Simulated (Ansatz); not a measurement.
Computed with Ansatz on PBE0-D4/def2-TZVP structures; ΔE is electronic, products minus reactants. CCSD(T)/CBS adds triple-zeta CCSD(T) − MP2 to the extrapolated MP2 energy (def2 sets, frozen cores). Functionals use def2-TZVPP. B3LYP here is the variant with VWN-RPA as its local correlation; programs differ in this. def2 core potentials past Kr. For Sn outer-core shells are correlated without core-valence functions, which leaves a few kJ/mol of doubt a bond. One conformer a species, not always the lowest.

Reaction (cleavage of the B–Sn bond): `[BH2][SnH2][NH2]` + `N[SiH2]CO` → `BN[SiH2]CO` + `[NH2][SnH3]`

| level | ΔE (kJ/mol) | difference from CCSD(T)/CBS |
| --- | --- | --- |
| PBE-D4 | -146.5 | -3.0 |
| PBE0-D4 | -146.3 | -2.8 |
| ωB97X-V | -147.9 | -4.4 |
| ωB97M-V | -151.1 | -7.6 |
| B2PLYP | -151.5 | -8.0 |
| PBE | -146.2 | -2.7 |
| r2SCAN | -149.7 | -6.2 |
| PBE0 | -146.1 | -2.6 |
| B3LYP | -151.5 | -8.0 |
| SCS-MP2/def2-TZVPP | -149.6 | -6.1 |
| CCSD/def2-TZVPP | -146.9 | -3.4 |
| CCSD(T)/def2-TZVPP | -148.0 | -4.5 |
| HF/def2-QZVPP | -152.6 | -9.1 |
| MP2/def2-QZVPP | -146.4 | -2.9 |
| SCS-MP2/def2-QZVPP | -147.4 | -3.9 |
| HF/CBS(def2) | -152.6 | -9.1 |
| CCSD(T)/CBS | -143.5 | 0 |

Largest T1 diagnostic among the species: 0.013.

In def2-TZVPP, CCSD(T) changes the Hartree–Fock value by +4.2 kJ/mol (the triples alone add −1.0 kJ/mol) and MP2 by +3.3 kJ/mol.
